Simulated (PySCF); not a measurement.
## Telling isomers of C₆H₈F₂O apart by NMR

Computed data (PySCF): σ from GIAO-PBE0/pcSseg-1, geometry: GFN2-xTB. No relativistic terms, gas phase, fast rotation and ring inversion assumed for equivalent nuclei, one conformer.

References, each an isolated molecule treated in the same way: $^{1}$H (σ = 31.72 ppm) and $^{13}$C (σ = 186.93 ppm) against TMS. Splittings of carbon signals by F and P are missing where no couplings were computed. Where no couplings were computed, multiplicities follow the n + 1 count of equivalent neighbours, and m marks all less simple cases (inequivalent or close neighbours, rings, F or P nearby). Shifts are as computed. Against solution values, carbons near 30 ppm lie about +3 ppm off and those near 130 ppm about +5 ppm. Of 1211 compounds with measured shifts, 218 miss one by over three times the rms of a fit or turn the order of signals round; such compounds aren't used in these exercises.

(1) Tabulate the signals of `C/C(=C\C(F)F)CC=O`, `C=C/C(C)=C/OC(F)F`, `CC1=CCOCC1(F)F`, `C=C[C@@H](C)[C@@H](F)C(=O)F` and their relative energies.

(2) What is the quickest way to tell C/C(=C\C(F)F)CC=O from C=C/C(C)=C/OC(F)F?

(3) What is the quickest way to tell C/C(=C\C(F)F)CC=O from C=C[C@@H](C)[C@@H](F)C(=O)F?

(4) What is the quickest way to tell C=C/C(C)=C/OC(F)F from C=C[C@@H](C)[C@@H](F)C(=O)F?

Answers

(1) 
```json
{"SMILES": "C/C(=C\\C(F)F)CC=O", "carbon types": "1×C 3×CH 1×CH2 1×CH3", "δC": "203.3, 151.0, 132.6, 119.1, 59.6, 21.5", "δH": "9.97 (t, 1H), 6.85 (m, 1H), 5.69 (m, 1H), 3.19 (d, 2H), 2.10 (s, 3H)", "E rel. (kcal/mol)": "8.5"}
{"SMILES": "C=C/C(C)=C/OC(F)F", "carbon types": "1×C 3×CH 1×CH2 1×CH3", "δC": "147.9, 142.2, 128.9, 125.1, 119.4, 11.7", "δH": "6.58 (m, 1H), 6.44 (m, 1H), 6.40 (m, 1H), 5.51 (m, 1H), 5.43 (m, 1H), 2.03 (s, 3H)", "E rel. (kcal/mol)": "13.5"}
{"SMILES": "CC1=CCOCC1(F)F", "carbon types": "2×C 1×CH 2×CH2 1×CH3", "δC": "139.4, 137.3, 120.0, 74.8, 69.4, 17.7", "δH": "6.06 (m, 1H), 4.31 (m, 2H), 4.10 (m, 2H), 2.09 (s, 3H)", "E rel. (kcal/mol)": "1.3"}
{"SMILES": "C=C[C@@H](C)[C@@H](F)C(=O)F", "carbon types": "1×C 3×CH 1×CH2 1×CH3", "δC": "167.8, 145.1, 125.8, 94.4, 49.0, 19.2", "δH": "6.25 (m, 1H), 5.56 (m, 1H), 5.49 (m, 1H), 5.12 (m, 1H), 2.59 (m, 1H), 1.40 (d, 3H)", "E rel. (kcal/mol)": "0.0"}
```

Energies are electronic energies at PBE0/pcSseg-1 on these geometries, without zero-point or thermal terms, each for the one conformer computed, which needn't be the lowest.

(2) Both give the same number of carbon signals, with the same numbers of each carbon type, so the positions decide. The first has an sp3 CH2 α to a carbonyl at 59.6 ppm, the second a terminal =CH2 carbon at 119.4 ppm. Their most deshielded carbons lie at 203.3 and 147.9 ppm. In the proton spectra the most deshielded non-exchanging signals are 9.97 (t, 1H) and 6.58 (m, 1H).

(3) Both give the same number of carbon signals, with the same numbers of each carbon type, so the positions decide. The first has an sp3 CH2 α to a carbonyl at 59.6 ppm, the second a terminal =CH2 carbon at 125.8 ppm. Their most deshielded carbons lie at 203.3 and 167.8 ppm. In the proton spectra the most deshielded non-exchanging signals are 9.97 (t, 1H) and 6.25 (m, 1H).

(4) Both give the same number of carbon signals, with the same numbers of each carbon type, so the positions decide. The first has a β carbon of an enol-ether or enamine type C=C (C) at 128.9 ppm, the second an allylic sp3 CH at 49.0 ppm. Their most deshielded carbons lie at 147.9 and 167.8 ppm.
